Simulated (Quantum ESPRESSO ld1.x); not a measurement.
Problem. Coherent X-ray form factor from a spherical all-electron density. All-electron calculation, scalar-relativistic Kohn-Sham, LDA (Slater exchange, VWN5 correlation), spin-polarised, spherical densities, point nucleus. Program: ld1.x of Quantum ESPRESSO 7.5.

sin(theta)/lambda (1/angstrom)  f0 (electrons)
0.05                                    57.886
0.1                                     57.547
0.15                                    56.988
0.2                                     56.219
0.25                                    55.255
0.3                                     54.110
0.4                                     51.359
0.5                                     48.139
0.6                                     44.632
0.8                                     37.445
1                                       30.913
1.25                                    24.514
1.5                                     20.156
2                                       15.472

The species is in the configuration that NIST lists as its ground one. Which atom or ion scatters so?

Solution. The bismuth ion Bi25+, [Kr] 4d10 4f12. Extrapolating in s^2 from the first two rows gives f0(0) = 58.0, near the electron count 58; among species with that count, the fall with angle is slower the higher Z, and the table is that of Z = 83; from so few rows the species is fixed only to a neighbour or two.
